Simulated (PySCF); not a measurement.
# Adding and removing an electron: RbMg

ROHF-CCSD(T); Rb def2-SVPD with ECP28, Mg def2-SVPD; scalar-relativistic core potentials (PySCF 2.14). Neutral (ROHF): doublet (σ ↑), Re = 4.404 Å, ωe = 43.6 cm⁻¹, De = 0.07 eV.

RbMg⁺ (RHF): singlet (closed shell), Re = 4.044 Å, ωe = 80.6 cm⁻¹, De = 0.26 eV to Rb⁺ + Mg. The energies at the minima are -223.43966 hartree for RbMg and -223.29668 for RbMg⁺.

Problem. Work out the adiabatic ionisation energy, without and with harmonic zero-point energies (1 hartree = 27.2114 eV, 1 eV = 8065.5 cm⁻¹), and the change of the bond length.

Solution. At CCSD(T): 0.14298 hartree = 3.891 eV between the minima; the zero-point term (80.6 − 43.6)/2 cm⁻¹ = +0.002 eV makes it 3.893 eV. Re changes by -36.0 pm against the neutral. The electron leaves a σ orbital, and the shorter bond of the ion fits an antibonding orbital, or a change in how ionic the bond is.

RbMg⁻ (RHF): singlet (closed shell), Re = 4.530 Å, ωe = 46.6 cm⁻¹, De = 0.17 eV to Rb⁻ + Mg. The energies at the minima are -223.43966 hartree for RbMg and -223.45806 for RbMg⁻.

Problem. Work out the adiabatic electron affinity, without and with harmonic zero-point energies (1 hartree = 27.2114 eV, 1 eV = 8065.5 cm⁻¹), and the change of the bond length.

Solution. At CCSD(T): 0.01840 hartree = 0.501 eV between the minima; the zero-point term (43.6 − 46.6)/2 cm⁻¹ = -0.000 eV makes it 0.501 eV. Re changes by +12.6 pm against the neutral. The electron enters a σ orbital; the charge polarises the partner, so the anion is bound more strongly.

Correlated steps freeze 1 core orbital. Weak bonds: RbMg, RbMg⁺, RbMg⁻. Basis-set superposition, not corrected here, can be much of De in a small basis, most of all at correlated wavefunction levels. For an ion De counts to the pair picked by the measured ionisation energies or electron affinities, which need not be the lowest pair at this level. The CCSD T1 diagnostic is raised in RbMg⁻, a sign that a single reference may not be enough there. States were picked by a PBE0 search and need not be the measured ground states.
